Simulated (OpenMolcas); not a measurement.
A calculation on Zn I.

```json
{"Program": "OpenMolcas", "Method": "CASSCF", "Basis": "ANO-RCC-VQZP [7s6p4d3f2g1h]", "Scalar Hamiltonian": "DKH2, point nucleus", "Active space": "2 electrons in 4 orbitals (4s 4p)", "State averaging": "2S+1 = 1 even, 1 root; 2S+1 = 3 odd, 3 roots", "Spin-orbit coupling": "RASSI with atomic mean-field integrals over the reference wave functions, term energies averaged over their components"}
```

Problem. Which level of the active space comes out lowest?

Solution. 4s² ¹S₀, with 100 % of that term; it is also the measured ground level.

Problem. How high does 4s 4p ³P°₀ lie?

Solution. 3.6101 eV above the lowest level; measured 4.0061 eV above the ground level, so the calculation is off by -10 %.

Problem. How high does 4s 4p ³P°₁ lie?

Solution. 3.6297 eV above the lowest level; measured 4.0297 eV above the ground level, so the calculation is off by -10 %.

Problem. How high does 4s 4p ³P°₂ lie?

Solution. 3.6688 eV above the lowest level; measured 4.0779 eV above the ground level, so the calculation is off by -10 %.

Measured values: NIST Handbook of Basic Atomic Spectroscopic Data.

Without dynamic correlation excited terms often stand tens of per cent too high (terms of higher spin than the ground term too low), and those without a measured partner can miss by more than the paired ones. Computed and measured levels are paired by configuration, term and J; levels that our copy of the source lacks, or whose pairing is in doubt (as where it misses far off the trend of its configuration), stay unpaired and out of the deviations. Levels of configurations outside the active space are missing.

° marks odd parity.
